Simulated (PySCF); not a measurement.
Isomers of C8H12OSi, mass 152.066 u with the commonest isotopes. Computed with PBE0/pcSseg-1 in PySCF (dipole) on a GFN2-xTB geometry, gas phase. One conformer each, none proved a minimum here; rigid rotors.

**Question.** Order these by dipole moment, largest first.
A. `[CH3:1][C:2]#[C:3][C@@:4]1([SiH3:5])[CH2:6][C@H:7]1[C:8]([CH3:9])=[O:10]` with C6–C7–C8–C9 -162°
B. `[CH3:1][O:2][CH2:3][C:4]1=[CH:5][C@@:6]2([SiH3:7])[CH:8]=[CH:9][C@@H:10]12` with C1–O2–C3–C4 -179°, O2–C3–C4–C5 125°
C. `[CH2:1]=[CH:2][CH2:3][CH2:4][C:5]1=[CH:6][C:7](=[O:8])[SiH2:9][CH2:10]1` with C1–C2–C3–C4 -123°, C2–C3–C4–C5 57°, C3–C4–C5–C6 -111°
D. `[CH2:1]=[CH:2][CH2:3][C:4]1=[CH:5][C@@H:6]([CH:7]=[O:8])[SiH2:9][CH2:10]1` with C1–C2–C3–C4 116°, C2–C3–C4–C5 106°, C5–C6–C7–O8 -153°
E. `[CH:1]#[C:2]/[CH:3]=[C:4](/[C:5]([CH3:6])=[O:7])[SiH:8]([CH3:9])[CH3:10]` with C3–C4–C5–C6 -30°, C3–C4–Si8–C9 -97°

**Answer.** C (4.32 D), D (3.70 D), E (2.36 D), A (2.03 D), B (1.76 D).

**Question.** Order these by rotational constant C, smallest first.
A. `[CH3:1][C:2]#[C:3][C@@:4]1([SiH3:5])[CH2:6][C@H:7]1[C:8]([CH3:9])=[O:10]` with C6–C7–C8–C9 -162°
B. `[CH:1]#[C:2]/[CH:3]=[C:4](/[C:5]([CH3:6])=[O:7])[SiH:8]([CH3:9])[CH3:10]` with C3–C4–C5–C6 -30°, C3–C4–Si8–C9 -97°
C. `[CH2:1]=[CH:2][CH2:3][C:4]1=[CH:5][C@@H:6]([CH:7]=[O:8])[SiH2:9][CH2:10]1` with C1–C2–C3–C4 116°, C2–C3–C4–C5 106°, C5–C6–C7–O8 -153°
D. `[CH3:1][O:2][CH2:3][C:4]1=[CH:5][C@@:6]2([SiH3:7])[CH:8]=[CH:9][C@@H:10]12` with C1–O2–C3–C4 -179°, O2–C3–C4–C5 125°

**Answer.** C (498.6 MHz), D (554.3 MHz), A (623.9 MHz), B (649.2 MHz).

**Question.** Order these by rotational constant B, smallest first.
A. `[CH3:1][O:2][CH2:3][C:4]1=[CH:5][C@@:6]2([SiH3:7])[CH:8]=[CH:9][C@@H:10]12` with C1–O2–C3–C4 -179°, O2–C3–C4–C5 125°
B. `[CH2:1]=[CH:2][CH2:3][CH2:4][C:5]1=[CH:6][C:7](=[O:8])[SiH2:9][CH2:10]1` with C1–C2–C3–C4 -123°, C2–C3–C4–C5 57°, C3–C4–C5–C6 -111°
C. `[CH:1]#[C:2]/[CH:3]=[C:4](/[C:5]([CH3:6])=[O:7])[SiH:8]([CH3:9])[CH3:10]` with C3–C4–C5–C6 -30°, C3–C4–Si8–C9 -97°
D. `[CH2:1]=[CH:2][CH2:3][C:4]1=[CH:5][C@@H:6]([CH:7]=[O:8])[SiH2:9][CH2:10]1` with C1–C2–C3–C4 116°, C2–C3–C4–C5 106°, C5–C6–C7–O8 -153°
E. `[CH3:1][C:2]#[C:3][C@@:4]1([SiH3:5])[CH2:6][C@H:7]1[C:8]([CH3:9])=[O:10]` with C6–C7–C8–C9 -162°

**Answer.** D (566.5 MHz), A (617.9 MHz), B (691.5 MHz), C (973.1 MHz), E (1012 MHz).

```tsv
SMILES	point group	Ia (u·Å²)	Ib (u·Å²)	Ic (u·Å²)	κ	μa (D)	μb (D)	μc (D)
COCC1=C[C@@]2([SiH3])C=C[C@@H]12	C1	218.92	817.93	911.73	-0.93	1.29	0.82	0.88
C#C/C=C(/C(C)=O)[SiH](C)C	C1	423.04	519.35	778.46	0.19	1.98	1.08	0.68
CC#C[C@@]1([SiH3])C[C@H]1C(C)=O	C1	469.72	499.60	810.06	0.72	0.51	1.66	1.06
C=CCCC1=CC(=O)[SiH2]C1	C1	281.39	730.89	767.52	-0.94	3.20	2.90	0.20
C=CCC1=C[C@@H](C=O)[SiH2]C1	C1	185.20	892.15	1013.67	-0.94	3.61	0.71	0.41
```
